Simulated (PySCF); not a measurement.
Orbital picture of CuSe

PBE0 at R = 2.185 Å; Cu x2c-TZVPPall, Se x2c-TZVPPall; spin-free X2C with a Gaussian nucleus (PySCF 2.14). State: ²Π (doublet), unpaired electrons π ↑. Only the outer orbitals are listed, counted within each symmetry.

```csv
spin,orbital,occ.,ε (eV),on Cu (%),main shells (%)
α,13σ,1,-9.35,67,"65 Cu d, 29 Se p"
α,6π,1,-9.27,82,"82 Cu d, 18 Se p"
α,6π,1,-8.94,91,"91 Cu d, 9 Se p"
α,2δ,1,-8.52,100,100 Cu d
α,2δ,1,-8.52,100,100 Cu d
α,14σ,1,-7.40,58,"41 Se p, 30 Cu d, 27 Cu s"
α,7π,1,-7.29,21,"80 Se p, 18 Cu d"
α,7π,1,-6.30,13,"87 Se p, 9 Cu d"
α,15σ,0,-2.65,86,"62 Cu s, 21 Cu p, 14 Se p"
α,8π,0,0.82,92,89 Cu p
α,8π,0,1.02,92,87 Cu p
β,13σ,1,-9.17,72,"70 Cu d, 24 Se p"
β,6π,1,-8.87,92,92 Cu d
β,6π,1,-8.55,95,94 Cu d
β,2δ,1,-8.46,100,100 Cu d
β,2δ,1,-8.46,100,100 Cu d
β,14σ,1,-7.22,57,"42 Se p, 32 Cu s, 24 Cu d"
β,7π,1,-5.98,12,88 Se p
β,7π,0,-3.63,13,87 Se p
β,15σ,0,-2.57,84,"58 Cu s, 23 Cu p, 16 Se p"
β,8π,0,0.99,92,86 Cu p
```

Question: Which are the highest filled and the lowest empty level, where do they sit, and how wide is the gap?

Answer: Highest filled β 7π at -5.98 eV (in %: 88 Se p); lowest empty β 7π at -3.63 eV (in %: 87 Se p); the gap at PBE0 is 2.35 eV. Both belong to one degenerate shell, split only by its one-sided filling, so this is no excitation gap.

* bond order (Mayer): 1.28
* ⟨S²⟩: 0.756
* charge on Cu (Mulliken, basis-dependent): 0.29
* charge on Cu (Löwdin, basis-dependent): -0.15
* dipole moment (positive dipole means Cu(−)Se(+)): -3.72 D
* polarisability along the bond: 72.5 bohr³
* polarisability across the bond: 40.2 bohr³

Spin–orbit coupling is left out. With d or f electrons several states lie close, and the lowest PBE0 determinant need not be the measured ground state.
